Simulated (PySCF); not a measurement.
## Two-dimensional NMR puzzle

Compound of formula C$_{7}$H$_{7}$NO$_{2}$. Correlations simulated from computed shifts and the bond graph:

HSQC (one-bond C–H):
| δH | δC |
| --- | --- |
| 9.05 | 154.9 |
| 8.57 | 131.9 |
| 8.10 | 142.1 |
| 7.53 | 131.7 |
| 4.18 | 54.3 |

COSY cross peaks (H two or three bonds apart, from the bond graph; peaks can be absent where the dihedral angle is near 90°):
| δH | δH |
| --- | --- |
| 9.05 | 7.53 |
| 8.57 | 8.10 |
| 8.10 | 7.53 |

HMBC (two and three bonds, from the bond graph):
| δH | δC |
| --- | --- |
| 9.05 | 153.6, 142.1, 131.7 |
| 8.57 | 173.4, 153.6, 142.1, 131.7 |
| 8.10 | 154.9, 153.6, 131.9, 131.7 |
| 7.53 | 154.9, 142.1, 131.9 |
| 4.18 | 173.4 |

Carbons without hydrogens: δ 173.4, 153.6.

PySCF 2.14.0 with density-fitted response routines calculation with shieldings: GIAO PBE0/pcSseg-1 and coordinates at the GFN2-xTB level; non-relativistic Hamiltonian, one conformer, no solvent model, fast rotation and ring inversion assumed for equivalent nuclei.

δ = σ(ref) − σ, references computed at the same level: TMS for ¹H (σ = 31.72 ppm), ¹³C (σ = 186.93 ppm).

Exchangeable hydrogens are left out of these lists.

Work out the connectivity.

Results:

`O=C(OC)C1=CC=CC=N1`.

Atom-mapped SMILES (the numbers label the heavy atoms): `[CH3:1][O:2][C:3](=[O:4])[c:5]1[cH:6][cH:7][cH:8][cH:9][n:10]1`; H(Xn) means a hydrogen on atom n.

1. δC 173.4 is C3, an ester carbonyl carbon.
2. δC 154.9 is C9, an aromatic CH next to a ring nitrogen (δH 9.05).
3. δC 153.6 is C5, a substituted aromatic carbon next to a ring nitrogen.
4. δC 142.1 is C7, an aromatic CH (δH 8.10).
5. δC 131.9 is C6, an aromatic CH (δH 8.57).
6. δC 131.7 is C8, an aromatic CH (δH 7.53).
7. δC 54.3 is C1, a methyl carbon bonded to O (δH 4.18).
8. HMBC from δH 9.05 reaches the proton-free carbon C5.
9. HMBC from δH 8.57 reaches the proton-free carbons C3, C5.
10. HMBC from δH 8.10 reaches the proton-free carbon C5.
11. HMBC from δH 4.18 reaches the proton-free carbon C3.
12. COSY links 9.05–7.53, 8.57–8.10, 8.10–7.53.

This is the structure that produced the data.

Shifts are as computed. Against solution values, carbons near 30 ppm lie about +3 ppm off and those near 130 ppm about +5 ppm. Of 1211 compounds with measured shifts, 218 miss one by over three times the rms of a fit or turn the order of signals round; such compounds aren't used in these exercises.
